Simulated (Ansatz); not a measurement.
(ZnSe)n off (charge -1): r2SCAN-D4/def2-TZVPD single points in Ansatz on relaxed structures, gas phase. Each cluster is the lowest isomer that a short search found in that spin, judged at the geometry's level, and lower ones may exist. HOMO and LUMO are taken over both spins. The spins of the ions were chosen, not always searched. A dash marks a value that wasn't run or was left out as unsound. The structures are stationary points that may keep the symmetry of their start. Remarks come from the PBE and PBE0 runs and from stability tests at other levels; not every state was tested. A HOMO above zero means that the electron is unbound at that level and held by the basis, or that self-interaction error raises the level; the energy of removing that electron tells which. HOMO above LUMO (over both spins in singlets and doublets, within one spin in higher multiplets; at PBE or PBE0), or a gap under 0.15 eV within one spin, warns that the state may not be the lowest or that an electron is smeared out.

```tsv
species	atoms	state	geometry	HOMO (eV)	LUMO (eV)	gap (eV)	vertical IE (eV)	lowest of the spins relaxed	point group (within 0.1 Å)	remarks
Zn2Se2⁻	4	doublet; oxidised ion singlet	PBE-D4/def2-SVPD	-0.22	–	–	2.17	doublet, of doublet/quartet	D2h	HOMO above zero at PBE or PBE0, HOMO above zero (quartet)
Zn2Se3⁻	5	doublet; oxidised ion triplet	PBE-D4/def2-SVPD	-1.64	-0.90	0.73	–	doublet, of doublet/quartet	C2v	gap within one spin near zero at PBE or PBE0 (neutral triplet), HOMO above LUMO (neutral triplet)
```

(1) Estimate the rows for ZnSe2⁻ (doublet; oxidised ion triplet, r2SCAN-D4/def2-TZVPD geometry).

(1) 
```json
{"species": "ZnSe2⁻", "atoms": "3", "state": "doublet; oxidised ion triplet", "geometry": "r2SCAN-D4/def2-TZVPD", "HOMO (eV)": "-1.00", "LUMO (eV)": "-0.73", "gap (eV)": "0.28", "vertical IE (eV)": "3.33", "lowest of the spins relaxed": "doublet, of doublet/quartet", "point group (within 0.1 Å)": "D∞h", "remarks": "near-degenerate levels, HOMO above LUMO, gap within one spin near zero, HOMO above zero (quartet)"}
```
